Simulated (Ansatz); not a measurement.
Input for Ansatz (a first-principles code): U-B3LYP/def2-TZVPP on BH2I (SMILES BI), a point of a bond scan (R = 3.193 Å). Elements past Kr take the def2 small-core potentials; no spin–orbit coupling.

Ansatz 0.2 input:
```yaml
crystal:
  periodic: [false, false, false]
  atoms:
    - {symbol: B, position_ang: [-1.00687273, -1.52824232, 0.26334221]}
    - {symbol: H, position_ang: [0.02382592, -3.62570400, 2.43906180]}
    - {symbol: H, position_ang: [-1.98651595, -1.65890826, -0.38610151]}
    - {symbol: I, position_ang: [0.14426438, 0.21896603, -0.03773158]}
basis:
  gaussian:
    orbitals: def2-TZVPP
hamiltonian:
  xc: {name: B3LYP}
magnetization: {spin_polarized: true, initial_magnetization: 0}
```

Problem. What total energy does the run end on?

Solution. -323.7021 hartree. Its determinant has ⟨S²⟩ = 0.90, a mixture of spin states.

Problem. How many basis functions does it have, and what does it roughly cost on one machine?

Solution. 109 functions; about 5 core-seconds (a rough figure).
